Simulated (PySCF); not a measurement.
An excited-state job on `FC/C=C(\[SiH3])B(F)F`.

Computed with TDDFT B3LYP/def2-SVPD, vertical, gas phase, core orbitals frozen in the response (PySCF 2.14.0, density-fitted response routines). Geometry: GFN2-xTB. The input is one job of a driver script: a line of settings, then coordinates in Å.

Command:
```bash
OMP_NUM_THREADS=1 python probes_run.py task.json out
```

Input:
```
{"job": {"kind": "uv", "xc": "B3LYP", "basis": "def2-SVPD", "nstates": 8, "ntriplets": 3}, "charge": 0, "multiplicity": 1}
F     -2.953090    -0.210693     1.106346
C     -1.902473     0.197676     0.325963
C     -0.638730    -0.476799     0.733606
C      0.555442    -0.278486     0.157193
Si     0.776888     0.922568    -1.291358
B      1.775998    -1.056818     0.697783
F      1.707124    -1.913707     1.702263
F      2.993089    -0.928208     0.197402
H     -1.828630     1.287003     0.434489
H     -2.165885    -0.037815    -0.712820
H     -0.751424    -1.167585     1.561857
H      0.353314     2.251189    -0.833980
H      2.170308     0.945490    -1.719117
H     -0.092609     0.465711    -2.381795
```

Output:
```
coarse grid: 12952 points
cycle   1  E = -731.3302784625  dE =  7.588e-01  |g| = 7.503e-01  |ddm| = 5.954e+00
cycle   2  E = -731.2135701803  dE =  1.167e-01  |g| = 1.140e+00  |ddm| = 2.168e+00
cycle   3  E = -731.4293917354  dE = -2.158e-01  |g| = 9.424e-02  |ddm| = 1.239e+00
cycle   4  E = -731.4309933227  dE = -1.602e-03  |g| = 4.854e-02  |ddm| = 2.043e-01
cycle   5  E = -731.4315799245  dE = -5.866e-04  |g| = 1.388e-02  |ddm| = 9.747e-02
cycle   6  E = -731.4316196874  dE = -3.976e-05  |g| = 4.828e-03  |ddm| = 2.350e-02
cycle   7  E = -731.4316257905  dE = -6.103e-06  |g| = 5.688e-04  |ddm| = 8.385e-03
final grid: 123808 points
cycle   8  E = -731.5287062134  dE = -5.995e-05  |g| = 5.768e-03  |ddm| = 1.334e-01
cycle   9  E = -731.5286990923  dE =  7.121e-06  |g| = 8.524e-03  |ddm| = 1.676e-02
cycle  10  E = -731.5287131144  dE = -1.402e-05  |g| = 7.408e-04  |ddm| = 9.479e-03
cycle  11  E = -731.5287132116  dE = -9.721e-08  |g| = 2.765e-04  |ddm| = 1.421e-03
cycle  12  E = -731.5287132257  dE = -1.416e-08  |g| = 1.175e-04  |ddm| = 4.919e-04
cycle  13  E = -731.5287132290  dE = -3.311e-09  |g| = 3.556e-05  |ddm| = 2.163e-04
cycle  14  E = -731.5287132294  dE = -3.247e-10  |g| = 6.541e-06  |ddm| = 7.632e-05
converged SCF energy = -731.5287132294

Static polarisability (au): isotropic 77.932, principal 58.677 80.330 94.790

Singlet excitations
state   eV       nm        f      main configurations
  1   5.4426    227.8   0.00020   H-1->L 0.99
  2   5.9590    208.1   0.26513   H->L 0.95
  3   6.7376    184.0   0.00133   H-2->L 0.92
  4   7.0087    176.9   0.03206   H-3->L 0.98
  5   7.1797    172.7   0.00066   H-4->L 0.86
  6   7.2207    171.7   0.00039   H->L+1 0.91
  7   7.5941    163.3   0.01409   H->L+2 0.92
  8   7.7539    159.9   0.03387   H-5->L 0.93

Triplet excitations (Tamm-Dancoff, eV): 3.7642 5.0223 6.5294
```

The SCF starts on a coarse grid where the log names one; the energy can jump when the final grid takes over, and dE then counts from the start density on the new grid. H and L stand for HOMO and LUMO; the number after each pair is its weight.

Q: Give the mean polarisability as a volume in Å³, and the ratio of the largest to the smallest principal value.

A: 77.932 au × 0.148185 = 11.55 Å³; 94.790/58.677 = 1.62.

Q: How does the lowest singlet excitation compare with the HOMO–LUMO gap?

A: HOMO -8.25 eV and LUMO -2.15 eV give a gap of 6.10 eV; S1 at 5.44 eV lies 0.66 eV below it.

Summary of the converged run: HOMO -8.25 eV, LUMO -2.15 eV; lowest singlet 5.44 eV; lowest triplet 3.76 eV (Tamm–Dancoff); mean polarisability 77.9 au.

Q: How long does this job take on Intel Xeon at 2.70 GHz, one thread, no GPU, shared host with 64 logical CPUs at a one-minute load of 54? And the peak memory of the process?

A: About 73 s (density and orbital grids were written too), with 0.86 GiB resident at the peak, the Python interpreter and its libraries included.

One conformer stands for the species.
Labels such as C1 count atoms from 1, the log's own numbers from 0.
